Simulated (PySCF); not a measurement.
**UHF on K (potassium, neutral)**

Configuration: [Ar] 4p1, 2P determinant (an excited configuration). Calculation: PySCF 2.14, in dyall-av2z; the non-relativistic Hamiltonian (point nucleus).

```json
{
  "Total energy": "-599.107590 hartree",
  "One-electron energy": "-822.7627 hartree",
  "Hartree (Coulomb) energy": "256.3121 hartree",
  "Exchange energy": "-32.6570 hartree",
  "Kinetic energy": "599.10018 hartree",
  "⟨S²⟩": "0.7500",
  "⟨L²⟩": "2.000",
  "Sum of ⟨r⟩": "21.31 bohr",
  "Sum of ⟨r²⟩": "77.70 bohr²",
  "Traceless quadrupole moment −½Σ⟨3z² − r²⟩ along its main axis": "-23.2 e·bohr²",
  "Density at the nucleus (Gaussians lack the cusp)": "4470 bohr⁻³",
  "Spin density at the nucleus": "0.0152 bohr⁻³",
  "Langevin diamagnetic susceptibility": "-61.5 ×10⁻⁶ cm³/mol"
}
```

```tsv
shell	electrons	mean orbital energy (hartree)	spread (hartree)	rms radius, mean of both spins (bohr)
1s α	1	-133.58769	0	0.0944
1s β	1	-133.58728	0	0.0944
2s α	1	-14.54386	0	0.420
2s β	1	-14.54349	0	0.420
2p α	3	-11.57405	0.00052	0.388
2p β	3	-11.57342	0.00084	0.388
3s α	1	-1.80186	0	1.37
3s β	1	-1.80023	0	1.37
3p α	3	-1.00921	0	1.56
3p β	3	-1.00749	0.00411	1.56
4p α	1	-0.09561	0	7.62
```

Spin-orbit constants ζ (cm⁻¹) from the X2C one-electron operator on these orbitals (non-relativistic here): bare nucleus, nucleus screened by l(l+1)(2l+1)/3 electrons, and screened by the Breit-Pauli mean field of the electrons.

```json
{"shell": "2p", "bare": "16550", "screened nucleus": "14810", "mean field": "14000"}
{"shell": "3p", "bare": "1423", "screened nucleus": "1274", "mean field": "1191"}
{"shell": "4p", "bare": "26.46", "screened nucleus": "23.68", "mean field": "21.80"}
```

To first order the Landé constant is A = 21.80 cm⁻¹, so the lowest level has J = 1/2 and lies 0.00270 eV below the centre of the term.
